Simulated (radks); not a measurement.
The numbers below are computed, except where a source is named.
Problem. These are the eigenvalues of the occupied orbitals of an atom or ion with whole-number occupations (hartree). Level of theory: non-relativistic Kohn-Sham, LB94 model potential, spin-polarised, spherical densities, point nucleus (a radial shooting solver on a logarithmic mesh with Libxc functionals).

| orbital | eigenvalue |
|---|---|
| 1s down | -2496.231 |
| 1s up | -2496.231 |
| 2s down | -423.4905 |
| 2s up | -423.4893 |
| 2p down | -407.2037 |
| 2p up | -407.2028 |
| 3s up | -107.1036 |
| 3s down | -107.0981 |
| 3p up | -99.42834 |
| 3p down | -99.42396 |
| 3d up | -85.07222 |
| 3d down | -85.07052 |
| 4s up | -31.13573 |
| 4s down | -31.09839 |
| 4p up | -27.87639 |
| 4p down | -27.83927 |
| 4d up | -21.90270 |
| 4d down | -21.86611 |
| 4f up | -13.96255 |
| 4f down | -13.92875 |
| 5s up | -13.09848 |
| 5s down | -13.07794 |

Which element is it, and in what charge state? The configuration may be excited. Open shells, if any, are filled with parallel spins first.

Solution. Z = 76, osmium, charge +15: Os15+ in [Kr] 4d10 4f13 5s2. The list shows which subshells hold electrons but not how many an open one holds; the 1s level, -2496.2 hartree, gives Z - s = 70.7 by -(Z - s)^2/2, which with screening narrows Z to a few neighbours, and the depths of the outer levels then fix element, charge and occupations together.
